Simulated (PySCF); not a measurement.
## How methods differ on the ionisation energy of Mg+

Mg+ [Ne] 3s1 (2S) → Mg(2+) [Ne] (1S), as a difference of total energies. Calculation: PySCF 2.14, in aug-cc-pCVTZ-DK (8s7p5d3f, 75 functions); the spin-free X2C one-electron Hamiltonian (Gaussian nucleus). Correlated levels: nothing frozen. The calculations carry no spin-orbit coupling.

| method | ionisation energy (eV) |
| --- | --- |
| UHF | 14.745 |
| MP2 (all electrons) | 14.948 |
| SCS-MP2 (all electrons) | 14.904 |
| CCSD (all electrons) | 14.952 |
| CCSD(T) (all electrons) | 14.959 |

Q: How much does correlation contribute at CCSD(T) (all electrons)?

A: 14.959 − (14.745) = 0.214 eV, measured against UHF.

Errors of the correlated levels include the incompleteness of this basis.

For comparison: 15.035 eV (measured; NIST Atomic Spectra Database, ionization energies).
